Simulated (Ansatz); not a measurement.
The same path of C₂H₁₁NOSi₂ (17 atoms, charge 0, multiplicity 1) was run twice with different band settings. The coordinate that changes most is the dihedral Si4–Si3–C5–N6.

Theory: Ansatz, RKS PBE0/6-31G.

Relaxed end points:

```xyz
17
Properties=species:S:1:pos:R:3
C 0.696 -0.620 2.307
O 0.955 -0.873 0.910
Si 0.467 0.203 -0.364
Si 1.446 -0.691 -2.304
C -1.443 0.360 -0.490
N -1.930 1.130 0.648
H -0.377 -0.520 2.502
H 1.096 -1.470 2.863
H 1.200 0.296 2.644
H 0.983 1.602 -0.067
H 0.883 -2.053 -2.603
H 1.143 0.201 -3.481
H 2.938 -0.799 -2.168
H -1.725 0.756 -1.485
H -1.849 -0.657 -0.431
H -1.584 2.077 0.715
H -2.918 1.058 0.845
```

```xyz
17
Properties=species:S:1:pos:R:3
C 0.675 -0.086 2.588
O 0.821 -0.531 1.228
Si 0.543 0.504 -0.150
Si 1.360 -0.708 -1.985
C -1.331 0.838 -0.396
N -1.972 -0.385 -0.854
H -0.375 0.121 2.837
H 1.035 -0.889 3.234
H 1.266 0.819 2.783
H 1.244 1.827 0.105
H 0.880 -2.128 -1.945
H 0.886 -0.062 -3.259
H 2.867 -0.710 -1.999
H -1.767 1.288 0.516
H -1.403 1.600 -1.184
H -1.831 -1.203 -0.279
H -2.916 -0.298 -1.201
```

Common settings: movable images 7; spring 5.0 eV/Å²; start path IDPP; force threshold 0.05 eV/Å; end points relaxed.

| run | climbing image | optimiser | iteration limit |
| --- | --- | --- | --- |
| 1 | yes | quadratic models (default) | 49 |
| 2 | from the first iteration | lbfgs | 54 |

Task: What does each run give, and how far can it be trusted?

Result: Run 1: converged after 8 iterations, highest image 0.214 eV above the first end. A vibrational analysis at the climbing image gives one clearly imaginary mode, 117i cm⁻¹: a first-order saddle point.
Run 2: converged after 38 iterations, highest image 0.239 eV above the first end. The order of the stationary point at the top wasn't checked.
Limits of this set-up: no polarisation functions.
